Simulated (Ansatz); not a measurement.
Start from `NC[SiH2][GeH3]` and change one atom or group to get `NC[SiH2]N`.

Ansatz, PBE0-D4/def2-TZVP geometries, multiplicity 1. Each molecule was computed in one conformer, which needn't be the lowest.

Scalar relativity is left out up to krypton.

```
                                          property  `NC[SiH2][GeH3]`
             HOMO energy (ωB97M-V/def2-TZVPP) / eV             -9.42
              HOMO–LUMO gap (PBE0/def2-TZVPP) / eV              7.22
               HOMO energy (B3LYP/def2-TZVPP) / eV             -6.79
size of the dipole moment (ωB97M-V/def2-TZVPP) / D              1.59
             LUMO energy (ωB97M-V/def2-TZVPP) / eV              1.83
                 LUMO energy (PBE/def2-TZVPP) / eV             -0.61
```

Q: Give the same properties after the change, and the shifts. (Estimate.)

A: Computed: 
```tsv
property	`NC[SiH2]N`	shift
HOMO energy (ωB97M-V/def2-TZVPP) / eV	-9.21	0.21
HOMO–LUMO gap (PBE0/def2-TZVPP) / eV	7.58	0.36
HOMO energy (B3LYP/def2-TZVPP) / eV	-6.62	0.17
size of the dipole moment (ωB97M-V/def2-TZVPP) / D	1.08	-0.51
LUMO energy (ωB97M-V/def2-TZVPP) / eV	2.23	0.40
LUMO energy (PBE/def2-TZVPP) / eV	-0.09	0.52
```

With PBE0 the HOMO rises by 0.18 eV and the LUMO rises by 0.55 eV, so the gap widens by about 0.37 eV. PBE moves the HOMO by 0.16 eV and ωB97M-V by 0.21 eV. Dipoles are sizes alone; their direction can turn.

B3LYP here is the variant with VWN-RPA as its local correlation; programs differ in this.
